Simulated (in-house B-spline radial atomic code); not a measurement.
# B3LYP (VWN-RPA) excitations of Ga3+

Method: B3LYP (VWN-RPA). Computed with an all-electron radial atomic-structure program (B-spline basis): linear response of the closed shell [Ar] 3d10 with the functional's adiabatic kernel; scalar-relativistic (spin-free one-electron X2C), finite nucleus, no spin-orbit coupling, no double excitations, S, P, D and F terms only. Only terms of natural parity with L up to 3 were computed.

Command:
```bash
python run_td.py task.json out
```
Settings (radii: box in bohr, nucleus in fm):
```
Z                        31
electrons                28
configuration            [Ar] 3d10
hamiltonian              x2c
method                   b3lyp
box_radius               23.08
rms_radius               3.9973
intervals                72
```

Time taken, with all properties: 2.1 s on 1 thread of Arm Neoverse N1, on a shared host.

The lowest states, in the order of their Tamm-Dancoff energies; the method's threshold (minus the highest occupied level) is 55.38 eV. Labels give the largest channel, * marks a mixed state, and oscillator strengths are full-response dipole values. Semilocal kernels can invert the small singlet-triplet splittings of Rydberg terms. Energies in eV:

```csv
state,full response,Tamm-Dancoff,oscillator strength
3d → 4s 3D,16.196,16.218,-
3d → 4s 1D,16.890,16.900,-
3d → 4p 3P,25.454,25.478,-
3d → 4p 3F,25.608,25.625,-
3d → 4p 1F,26.044,26.045,-
3d → 4p 1P,26.923,27.003,0.509
3d → 4d 3S,37.76,37.79,-
3d → 4d 3D,38.17,38.18,-
3d → 4d 1D,38.55,38.56,-
3d → 5s 3D,39.06,39.06,-
3d → 5s 1D,39.19,39.20,-
3d → 4d 1S,?,?,-
3d → 5p 3P,42.03,42.04,-
3d → 5p 3F,42.07,42.07,-
3d → 5p 1F,42.16,42.16,-
3d → 5p 1P,42.37,42.38,0.05
3d → 4f 3P,45.61,45.61,-
3d → 4f 3F,?,?,-
3d → 4f 1F,45.63,45.63,-
3d → 4f 1P,45.71,45.72,0.234
3d → 5d 3S,46.18,46.19,-
3d → 5d 3D,46.31,46.32,-
```

Where does 3d → 4d 1S lie?

At 40.88 eV in full response, 41.22 eV in Tamm-Dancoff.

Where does 3d → 4f 3F lie?

At 45.63 eV in full response, 45.63 eV in Tamm-Dancoff.

How large is the singlet-triplet splitting of 3d → 4s (D terms) in Tamm-Dancoff?

0.682 eV, from the unrounded values.

What polarisabilities and dispersion coefficient does the method give?

Dipole 1.439 bohr³, quadrupole 3.025 bohr⁵, C6 3.216 hartree·bohr⁶ for two such species.
